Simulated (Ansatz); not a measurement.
# Molecular dynamics, step by step

AsH$_{5}$O (SMILES O.[AsH3]), closed shell, CAM-B3LYP-D4/cc-pVDZ (Ansatz 0.2.0). Settings (timestep in fs, temperature in K; T counts 15 degrees of freedom):

```yaml
hamiltonian: {xc: {name: CAM-B3LYP}, dispersion: d4}
md: {n_steps: 60, timestep: 0.5, temperature: 100, ensemble: nve, seed: 405, initial_velocities: maxwell_boltzmann}
```

Start (the SMILES describes the start alone):

O1  (0.167, -0.313, -2.516)
H2  (-0.002, 0.570, -2.852)
H3  (0.143, -0.221, -1.557)
As4  (-0.032, 0.002, 1.113)
H5  (-1.029, 0.847, 1.886)
H6  (-0.365, -1.255, 1.894)
H7  (1.119, 0.370, 2.032)
(Å)

```
step  time (fs)  potential energy less the start (meV)  kinetic energy (meV)  T (K)
   0       0.00                                    0.0                  64.6    100
   4       2.00                                    5.4                  59.2     92
   8       4.00                                    9.8                  54.9     85
  12       6.00                                    5.8                  58.8     91
  16       8.00                                   10.5                  54.1     84
  20      10.00                                   18.0                  46.7     72
  24      12.00                                   14.3                  50.4     78
  28      14.00                                    5.0                  59.6     92
  32      16.00                                    6.4                  58.3     90
  36      18.00                                   15.2                  49.5     77
  40      20.00                                   15.5                  49.1     76
  44      22.00                                   16.0                  48.6     75
  48      24.00                                   22.3                  42.3     66
  52      26.00                                   25.1                  39.7     61
  56      28.00                                   19.5                  45.2     70
  60      30.00                                   16.3                  48.3     75
```

Step 16, positions (Å) and forces (eV/Å):

| atom | x | y | z | Fx | Fy | Fz |
| --- | --- | --- | --- | --- | --- | --- |
| O1 | 0.152 | -0.317 | -2.504 | 0.056 | -0.122 | 0.174 |
| H2 | 0.075 | 0.611 | -2.744 | -0.063 | 0.300 | -0.244 |
| H3 | 0.297 | -0.247 | -1.549 | -0.008 | -0.186 | 0.064 |
| As4 | -0.032 | 0.003 | 1.109 | 0.170 | 0.195 | 0.153 |
| H5 | -1.035 | 0.833 | 1.902 | -0.070 | -0.112 | -0.070 |
| H6 | -0.358 | -1.306 | 1.822 | 0.050 | 0.143 | 0.063 |
| H7 | 1.100 | 0.410 | 2.063 | -0.133 | -0.218 | -0.140 |

Step 24, positions (Å) and forces (eV/Å):

```json
{"atom": "O1", "x": "0.146", "y": "-0.317", "z": "-2.496", "Fx": "0.064", "Fy": "0.556", "Fz": "0.094"}
{"atom": "H2", "x": "0.108", "y": "0.634", "z": "-2.707", "Fx": "-0.035", "Fy": "-0.395", "Fz": "-0.053"}
{"atom": "H3", "x": "0.371", "y": "-0.284", "z": "-1.552", "Fx": "-0.052", "Fy": "-0.165", "Fz": "-0.049"}
{"atom": "As4", "x": "-0.032", "y": "0.004", "z": "1.107", "Fx": "0.415", "Fy": "0.153", "Fz": "0.214"}
{"atom": "H5", "x": "-1.053", "y": "0.804", "z": "1.896", "Fx": "-0.104", "Fy": "-0.037", "Fz": "0.001"}
{"atom": "H6", "x": "-0.348", "y": "-1.316", "z": "1.803", "Fx": "0.038", "Fy": "0.122", "Fz": "0.056"}
{"atom": "H7", "x": "1.104", "y": "0.401", "z": "2.082", "Fx": "-0.325", "Fy": "-0.233", "Fz": "-0.264"}
```

Step 40, positions (Å) and forces (eV/Å):

| atom | x | y | z | Fx | Fy | Fz |
| --- | --- | --- | --- | --- | --- | --- |
| O1 | 0.134 | -0.314 | -2.477 | -0.096 | 0.111 | -0.397 |
| H2 | 0.161 | 0.640 | -2.659 | 0.034 | -0.261 | 0.210 |
| H3 | 0.488 | -0.402 | -1.586 | 0.027 | 0.152 | 0.175 |
| As4 | -0.030 | 0.007 | 1.103 | -0.234 | -0.127 | -0.229 |
| H5 | -1.121 | 0.734 | 1.882 | 0.107 | 0.016 | -0.012 |
| H6 | -0.323 | -1.314 | 1.794 | -0.049 | -0.075 | -0.034 |
| H7 | 1.060 | 0.328 | 2.087 | 0.212 | 0.184 | 0.287 |

Last step (60):

O1  (0.120, -0.313, -2.458)
H2  (0.233, 0.651, -2.531)
H3  (0.594, -0.483, -1.627)
As4  (-0.029, 0.009, 1.098)
H5  (-1.154, 0.677, 1.871)
H6  (-0.319, -1.337, 1.740)
H7  (1.005, 0.326, 2.162)
(Å)

Hardware: 2 CPU threads of an Arm Neoverse V2, shared host. Wall time about 60 s.
